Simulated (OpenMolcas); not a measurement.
**OpenMolcas run: neutral molybdenum**

Input:

```
&GATEWAY
Coord
1

Mo 0.0 0.0 0.0
Basis=ANO-RCC-VTZP
Group=XYZ
NoMove
AngMom=0.0 0.0 0.0
AMFI
&SEWARD
&RASSCF
FileOrb=start.orb
Symmetry=1
Spin=7
nActEl=6 0 0
Inactive=9 9
Ras2=6 0
CIRoot=1 1 1
SDav=1
CIMx=300
Iter=120 100
PrWF=0.3
OrbListing=Nothing
MaxOrb=0
Atom
>>> COPY $Project.JobIph JOB001
&RASSCF
FileOrb=start.orb
Symmetry=1
Spin=5
nActEl=6 0 0
Inactive=9 9
Ras2=6 0
CIRoot=23 23 1
SDav=35
CIMx=300
Iter=120 100
PrWF=0.3
OrbListing=Nothing
MaxOrb=0
Atom
>>> COPY $Project.JobIph JOB002
&RASSCF
FileOrb=start.orb
Symmetry=1
Spin=3
nActEl=6 0 0
Inactive=9 9
Ras2=6 0
CIRoot=30 30 1
SDav=189
CIMx=300
Iter=120 100
PrWF=0.3
OrbListing=Nothing
MaxOrb=0
Atom
>>> COPY $Project.JobIph JOB003
&RASSCF
FileOrb=start.orb
Symmetry=1
Spin=1
nActEl=6 0 0
Inactive=9 9
Ras2=6 0
CIRoot=1 1 1
SDav=175
CIMx=300
Iter=120 100
PrWF=0.3
OrbListing=Nothing
MaxOrb=0
Atom
>>> COPY $Project.JobIph JOB004
&RASSI
NrOfJobIphs=3 1 23 30
1
1 2 3 4 5 6 7 8 9 10 11 12 13 14 15 16 17 18 19 20 21 22 23
1 2 3 4 5 6 7 8 9 10 11 12 13 14 15 16 17 18 19 20 21 22 23 24 25 26 27
28 29 30
IphNames
JOB001
JOB002
JOB003
EJob
SpinOrbit
DIPRint=1.0
SOCoupling=1000.0
Subsets=2
MEES
Property=10
'ANGMOM' 1 'ANGMOM' 2 'ANGMOM' 3 'MLTPL  1' 1 'MLTPL  1' 2 'MLTPL  1' 3
'AMFI' 1 'AMFI' 2 'AMFI' 3 'MLTPL  2' 6
SOProperty=3
'ANGMOM' 1 'ANGMOM' 2 'ANGMOM' 3
```

Launched by
```bash
OMP_NUM_THREADS=1 MOLCAS_MEM=1689 MOLCAS_PROJECT=a pymolcas a.inp > a.log  # once for each step of the input, in one work folder
```

A driver script runs the steps one by one and writes start.orb anew before each from the orbitals found so far.

Output, cut to the results:

```
--- SEWARD ---
Basis set label: MO.ANO-RCC...7S6P4D2F1G.

      Electronic valence basis set:
      ------------------
      Associated Effective Charge  42.000000 au
      Associated Actual Charge     42.000000 au
      Nuclear Model: Point charge

      Shell  nPrim  nBasis  Cartesian Spherical Contaminant
         s      21       7        X
         p      18       6        X
         d      13       4                 X
         f       6       2                 X
         g       4       1                 X
                  Relativistic Douglas-Kroll-Hess integrals:
                    - DKH order of Hamiltonian: 2
                    - DKH order of Properties : 0
                  Atomic mean-field integrals
--- RASSCF ---
Wave function specifications:
      -----------------------------

      Number of closed shell electrons          36
      Number of electrons in active shells       6
      Max number of holes in RAS1 space          0
      Max nr of electrons in RAS3 space          0
      Number of inactive orbitals               18
      Number of active orbitals                  6
      Number of secondary orbitals              44
      Spin quantum number                      3.0
      State symmetry                             1
Orbital specifications:
      -----------------------

      Symmetry species                           1   2
                                                ag  au
      Frozen orbitals                            0   0
      Inactive orbitals                          9   9
      Active orbitals                            6   0
      RAS1 orbitals                              0   0
      RAS2 orbitals                              6   0
      RAS3 orbitals                              0   0
      Secondary orbitals                        21  23
      Deleted orbitals                           0   0
      Number of basis functions                 36  32
      Number of CSFs                             1
      Number of root(s) required                 1
      Iter CI   SX   CI       RASSCF       Energy    max ROT     max BLB   max BLB  Level Ln srch  Step   QN
          iter iter root      energy       change     param      element    value   shift minimum  type update
 Nr of preliminary CI iterations:   1
      Total energies have been shifted. Add                -4000.00 au
        1   1    3    1   -45.69955353    0.00E+00  -2.61E-07    7  13 2 -1.25E-06   0.27   0.00    SX    NO
        2   1    3    1   -45.69955353   -6.82E-12   1.76E-07    7  16 2 -2.11E-07   0.27   0.00    SX    NO
        3   1    2    1   -45.69955353    4.55E-13  -2.45E-08    7  13 2 -1.95E-07   0.27   0.00    SX    NO
        4   1    2    1   -45.69955353    1.36E-12  -2.47E-08    7  16 2 -7.66E-08   0.27   0.00    SX    NO
      Convergence after  4 iterations
        5   1    2    1   -45.69955353    3.64E-12  -2.47E-08    7  13 2 -3.91E-08   0.27   0.00    SX    NO
      Natural orbitals and occupation numbers for root  1
      sym 1:   1.000000   1.000000   1.000000   1.000000   1.000000   1.000000
::    RASSCF root number  1 Total energy:  -4045.69955353
--- RASSCF ---
Wave function specifications:
      -----------------------------

      Number of closed shell electrons          36
      Number of electrons in active shells       6
      Max number of holes in RAS1 space          0
      Max nr of electrons in RAS3 space          0
      Number of inactive orbitals               18
      Number of active orbitals                  6
      Number of secondary orbitals              44
      Spin quantum number                      2.0
      State symmetry                             1
Orbital specifications:
      -----------------------

      Symmetry species                           1   2
                                                ag  au
      Frozen orbitals                            0   0
      Inactive orbitals                          9   9
      Active orbitals                            6   0
      RAS1 orbitals                              0   0
      RAS2 orbitals                              6   0
      RAS3 orbitals                              0   0
      Secondary orbitals                        21  23
      Deleted orbitals                           0   0
      Number of basis functions                 36  32
      Number of CSFs                            35
      Number of root(s) required                23
...
--- RASSI ---
SPIN-FREE ENERGIES:
  (Shifted by EMIN (a.u.) =      -4045.6995535283)

 SF State       Relative EMIN(au)   Rel lowest level(eV)    D:o, cm**(-1)      L_eff

     1             0.0000000000        0.0000000000              0.0000         0.0
     2             0.0754222638        2.0523443516          16553.2735         0.0
     3             0.0950991714        2.5877802854          20871.8556         2.0
     4             0.0950991714        2.5877802854          20871.8556         2.0
     5             0.0950991714        2.5877802854          20871.8556         2.0
     6             0.0950991714        2.5877802854          20871.8556         2.0
     7             0.0950991714        2.5877802854          20871.8556         2.0
     8             0.1039120854        2.8275918924          22806.0666         4.0
     9             0.1039120854        2.8275918924          22806.0666         4.0
    10             0.1039120854        2.8275918924          22806.0666         4.0
    11             0.1039120854        2.8275918924          22806.0666         4.0
    12             0.1039120854        2.8275918924          22806.0666         4.0
    13             0.1039120854        2.8275918924          22806.0666         4.0
    14             0.1039120854        2.8275918924          22806.0666         4.0
    15             0.1039120854        2.8275918924          22806.0666         4.0
    16             0.1039120854        2.8275918924          22806.0666         4.0
    17             0.1186755731        3.2293268584          26046.2777         1.0
    18             0.1186755731        3.2293268584          26046.2777         1.0
    19             0.1186755731        3.2293268584          26046.2777         1.0
    20             0.1362431054        3.7073637657          29901.9053         2.0
    21             0.1362431054        3.7073637657          29901.9053         2.0
...
```

Levels above the lowest, from the spin-orbit matrix, grouped by J:

```json
{"Configuration": "4d5 5s", "Term": "7S", "J": "3", "E (cm-1)": "0.0", "Measured (cm-1)": "0.0", "Term weight %": "100"}
{"Configuration": "4d5 5s", "Term": "5S", "J": "2", "E (cm-1)": "16529", "Measured (cm-1)": "10768", "Term weight %": "99"}
{"Configuration": "4d4 5s2", "Term": "5D", "J": "0", "E (cm-1)": "20341", "Measured (cm-1)": "10966", "Term weight %": "99"}
{"Configuration": "4d4 5s2", "Term": "5D", "J": "1", "E (cm-1)": "20432", "Measured (cm-1)": "", "Term weight %": "99"}
{"Configuration": "4d4 5s2", "Term": "5D", "J": "2", "E (cm-1)": "20614", "Measured (cm-1)": "", "Term weight %": "99"}
{"Configuration": "4d4 5s2", "Term": "5D", "J": "3", "E (cm-1)": "20891", "Measured (cm-1)": "", "Term weight %": "99"}
{"Configuration": "4d4 5s2", "Term": "5D", "J": "4", "E (cm-1)": "21286", "Measured (cm-1)": "", "Term weight %": "100"}
{"Configuration": "4d5 5s", "Term": "5G", "J": "4", "E (cm-1)": "22871", "Measured (cm-1)": "", "Term weight %": "100"}
{"Configuration": "4d5 5s", "Term": "5G", "J": "5", "E (cm-1)": "22871", "Measured (cm-1)": "", "Term weight %": "100"}
{"Configuration": "4d5 5s", "Term": "5G", "J": "3", "E (cm-1)": "22871", "Measured (cm-1)": "", "Term weight %": "100"}
{"Configuration": "4d5 5s", "Term": "5G", "J": "6", "E (cm-1)": "22871", "Measured (cm-1)": "", "Term weight %": "100"}
{"Configuration": "4d5 5s", "Term": "5G", "J": "2", "E (cm-1)": "22871", "Measured (cm-1)": "16641", "Term weight %": "100"}
{"Configuration": "4d5 5s", "Term": "5P", "J": "3", "E (cm-1)": "26013", "Measured (cm-1)": "", "Term weight %": "95"}
{"Configuration": "4d5 5s", "Term": "5P", "J": "2", "E (cm-1)": "26029", "Measured (cm-1)": "", "Term weight %": "96"}
{"Configuration": "4d5 5s", "Term": "5P", "J": "1", "E (cm-1)": "26072", "Measured (cm-1)": "", "Term weight %": "98"}
```

Against the 3 measured excited levels shown (NIST Handbook of Basic Atomic Spectroscopic Data) the mean absolute deviation is 7100 cm-1; the largest miss in energy is 4d4 5s2 5D0: computed 20341, measured 10966 cm-1 (+85.5 %).

Some high roots are left out of the spin-orbit mixing, which shifts the levels that they would mix with. Without dynamic correlation excited terms often stand tens of per cent too high (terms of higher spin than the ground term too low), and those without a measured partner can miss by more than the paired ones. Configurations are named by rounded mean occupations; where the s occupation lies near a half they are strongly mixed, a name can repeat and a true partner stay unpaired. A single d shell beside an s shell can misplace configurations of different d count against each other. Measured partners are found by configuration, term and J. A level has none where our copy of the source lacks it or the pairing is in doubt (some pairs that miss far off the trend of their configuration count as doubtful), and it then counts in no deviation. Only configurations of the active space appear. The first state left out of the spin-orbit step lies near 36000 cm-1 above the lowest spin-free state of the reference (among the parities and spins computed), and the list stops at four fifths of that energy or lower.

The term weight is that of the spin-free term in the level, not the purity of its configuration.
